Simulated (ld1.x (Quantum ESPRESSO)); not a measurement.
vanadium: one change to a TM potential, before and after

* Element: V (Z = 23)
* Generator: ld1.x (Quantum ESPRESSO) 7.5
* Type: norm-conserving Troullier–Martins (Kleinman–Bylander form)
* Functional: PBE
* Relativity: scalar-relativistic
* Frozen core: [Ne] 3s2
* Valence charge: 11
* Reference configuration: 3p6 3d3 4s2 4p0
* Partial waves: 4s (bound): rc 1.95 bohr; 3p (bound): rc 1.35 bohr; 3d (bound): rc 2.30 bohr
* Local potential: all-electron potential smoothed inside 1.85 bohr (lloc = -1)
* Core correction: Bessel-smoothed model core inside 1.00 bohr

Change: wave 3p (bound): rc 1.35 bohr becomes 3p (bound): rc 0.92 bohr.

Cutoffs: the cutoffs (Ry, on a coarse ladder) from which the occupation-weighted sum of valence levels, in a spherical-Bessel basis at the reference potential, stays within 10 and 1 mRy of its value at 400 Ry; they do not see the model core or the augmentation charge, which bear on the density cutoff. Errors are all-electron minus pseudo energies relative to the spin-unpolarised reference configuration.

Problem. What does the change do?

Solution. The potential gets harder (50 Ry and 90 Ry → 100 Ry and 180 Ry); both files keep a bound ghost (s); the errors of the 7 common tests hardly move. A smaller radius makes the pseudo-wave follow the all-electron one further in, where it bends more sharply, so more plane waves are needed.

```csv
quantity,base,changed
"cutoff, loose",50 Ry,100 Ry
"cutoff, tight",90 Ry,180 Ry
loose cutoff by channel (10 mRy a level),"s 18 Ry, p 40 Ry, d 40 Ry","s 18 Ry, p 70 Ry, d 40 Ry"
bound ghosts,s,s
"error for 3p6 3d3 4s1 4p0, meV [ΔE 7.73 eV]",-10,-10
"error for 3p6 3d3 4s0 4p0, meV [ΔE 22.03 eV]",-14,-14
"error for 3p6 3d2 4s0 4p0, meV [ΔE 50.93 eV]",+84,+84
"error for 3p6 3d3 4s0 4p2, meV [ΔE 6.85 eV]",-110,-114
"error for 3p6 3d1 4s0 4p0, meV [ΔE 96.80 eV]",+884,+880
"error for 3p6 3d3 4s1.5 4p0, meV [ΔE 3.09 eV]",-3.1,-3.0
"error for 3p6 3d3 4s1 4p1, meV [ΔE 3.35 eV]",-47,-49
s: phases at 2.51 bohr within 0.05 rad from the reference energy up to (Ry; the scan ends near 5),to the end of the scan,to the end of the scan
p: phases at 2.51 bohr within 0.05 rad from the reference energy up to (Ry; the scan ends near 5),0.3,0.3
d: phases at 2.51 bohr within 0.05 rad from the reference energy up to (Ry; the scan ends near 5),1.1,1.1
```

Base: These tests converged, but a pseudo level misses the all-electron one widely, so the file describes the atom poorly there or has found another state: 3p6 3d2 4s0 4p0: empty 4s by 4.4 eV (a node warning on the way). A true bound ghost makes a file unfit for plane-wave use even where its test errors are small: the radial tests pick states by their node count and pass the ghost by.
